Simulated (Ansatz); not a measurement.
The input (input.yaml):

```yaml
crystal:
  periodic: [false, false, false]
  atoms:
    - { symbol: C, position_ang: [0.4422, -0.4073, 1.4796] }
    - { symbol: C, position_ang: [0.2672, 0.6229, 0.3099] }
    - { symbol: S, position_ang: [1.7948, 1.4935, 0.0283] }
    - { symbol: S, position_ang: [1.7888, 0.3382, -1.7004] }
    - { symbol: B, position_ang: [-0.035, -0.1402, -1.1038] }
    - { symbol: "N", position_ang: [-1.3388, -0.3514, -1.8366] }
    - { symbol: H, position_ang: [1.2293, -1.0981, 1.2788] }
    - { symbol: H, position_ang: [-0.5269, -0.8878, 1.6034] }
    - { symbol: H, position_ang: [0.6311, 0.2026, 2.4473] }
    - { symbol: H, position_ang: [1.92525, 2.54823, 0.9086] }
    - { symbol: H, position_ang: [-2.0903, 0.1778, -1.3199] }
    - { symbol: H, position_ang: [-1.5557, -1.3695, -1.6995] }
basis:
  gaussian: { orbitals: def2-SVP }
hamiltonian:
  xc: pbe0
  dispersion: d4
relax:
  f_tol: 0.02
  max_steps: 50
```

Launched with:

```bash
$ ansatz run input.yaml --threads 2 --pin off --max-ram 3072MiB --backend cpu --events-out ev --progress --plain --runs-dir out
```

Hardware: 2 threads of Arm Neoverse V2, on a shared host.

Q: Roughly how long does this run take, and how much memory?

A: 65 s, with a peak of 0.31 GiB, for 19 ionic steps.
